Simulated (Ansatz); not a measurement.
```yaml
crystal:
  periodic: [false, false, false]
  atoms:
    - {symbol: S, position_ang: [-2.996226, -0.998358, -1.069192]}
    - {symbol: Ge, position_ang: [-1.261996, 2.695733, 0.083583]}
    - {symbol: S, position_ang: [2.719205, 1.611694, 1.062199]}
    - {symbol: H, position_ang: [-1.022531, -2.564046, -0.762109]}
    - {symbol: H, position_ang: [2.655657, -0.884298, 0.607095]}
basis:
  gaussian: {orbitals: def2-SVPD}
hamiltonian: {xc: {name: PBEsol}, dispersion: d3bjatm}
```

```sh
$ ansatz run in.yaml --threads 4 --pin off --events-out ev --progress --plain --max-ram 10444MiB
```

Shortened log:

```
Functional definition: PBEsol
1077 factors; their error is unknown
mean field evaluation 1: about -78083.3176 eV, gradient 5.7e1 eV
mean field evaluation 2: about -77835.7707 eV, gradient 1.6e2 eV
mean field evaluation 4: about -78097.4945 eV, gradient 2.0e1 eV
mean field evaluation 8: about -78097.4944 eV, gradient 2.0e1 eV
mean field evaluation 16: about -78102.3652 eV, gradient 1.0e-5 eV
mean field -78102.36520884 eV, -2870.2089817403 hartree, gradient 1.0e-5 eV, S^2 0.000000; 6 other end points of the search recorded, 0 dependent functions left out
reference -78102.36526681 eV, -2870.2089838706 hartree; 33, 33 occupied and 75, 75 virtual orbitals, 1077 factors
Total energy: -78102.41427272 eV, -2870.2107848046 hartree
```

Q: Something in this input is off. What?

A: The coordinates are in bohr but typed as ångström. The run converged. The result belongs to that input, not to the molecule as meant.
